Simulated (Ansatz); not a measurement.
Reaction (formal exchange of groups at a Ga–C bond): `[CH3][Ga]([Cl])[C]#N` + `CC` → `C[CH2][Ga]([CH3])[Cl]` + `C#N`

Program: Ansatz. Geometries: PBE0-D4/def2-TZVP. ΔE: electronic, gas phase. CCSD(T)/CBS adds triple-zeta CCSD(T) − MP2 to the extrapolated MP2 energy (def2 sets, frozen cores). This one scheme is used for every species. Functionals use def2-TZVPP. For Ga outer-core shells are correlated without core-valence functions, which leaves a few kJ/mol of doubt a bond. Scalar relativity is left out up to krypton. One conformer a species, not always the lowest.

Question: Is it downhill or uphill in electronic energy at CCSD(T)/CBS, and by how much? (Estimate.)

Answer: Computed: Uphill: ΔE = +55.0 kJ/mol.

Question: What do these levels give: LDA (SPW92), PBE-D4, PBE0-D4, r2SCAN0-D4, CAM-B3LYP-D4, r2SCANh, BHLYP, RPA@PBE/def2-TZVPP, HF/def2-TZVPP, CCSD(T)/def2-TZVPP, MP2/def2-QZVPP, CCSD/CBS(def2)? (An estimate is asked.)

Answer: Computed: LDA (SPW92) 50.6, PBE-D4 54.8, PBE0-D4 58.4, r2SCAN0-D4 62.0, CAM-B3LYP-D4 61.6, r2SCANh 62.2, BHLYP 69.5, RPA@PBE/def2-TZVPP 62.4, HF/def2-TZVPP 79.9, CCSD(T)/def2-TZVPP 62.1, MP2/def2-QZVPP 57.1, CCSD/CBS(def2) 56.3 kJ/mol.

Largest T1 diagnostic among the species: 0.014.

In def2-TZVPP, CCSD(T) changes the Hartree–Fock value by −17.8 kJ/mol (the triples alone add −1.4 kJ/mol) and MP2 by −18.8 kJ/mol. From PBE to PBE0 (25 % exact exchange), in def2-TZVPP and without D4, ΔE moves by +3.3 kJ/mol.
